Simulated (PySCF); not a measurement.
All values below come from PBE-D3(BJ)/def2-TZVP // B3LYP-D3(BJ)/def2-SVP (PySCF). Gas-phase values, no solvent. One relaxed conformer stands for a flexible species; it need not be the lowest. Excitations are Tamm–Dancoff values on a coarser integration grid. The basis has no diffuse functions, so Rydberg states are missing or too high.

Reference species (SMILES): `CC[Si](O)(O)O` (neutral, multiplicity 1).

The T1 excitation (TDA) is 6.44 eV and the S1 oscillator strength comes out as 0.047. The HOMO–LUMO gap is 6.53 eV and the S1 excitation (TDA) comes out as 6.64 eV.

Changed species: `CC[Si](O)(O)CC` (2 of 4 OH replaced by C2H5; the reference has 1 of 4 OH replaced by C2H5).

**Question.** What does the change do to the T1 excitation (TDA), S1 oscillator strength, HOMO–LUMO gap and S1 excitation (TDA)?

**Answer.** the T1 excitation (TDA) falls by 0.50 eV, to 5.94 eV; the S1 oscillator strength drops by 0.024, to 0.023; the HOMO–LUMO gap falls by 0.51 eV, to 6.02 eV; the S1 excitation (TDA) decreases by 0.55 eV, to 6.09 eV.
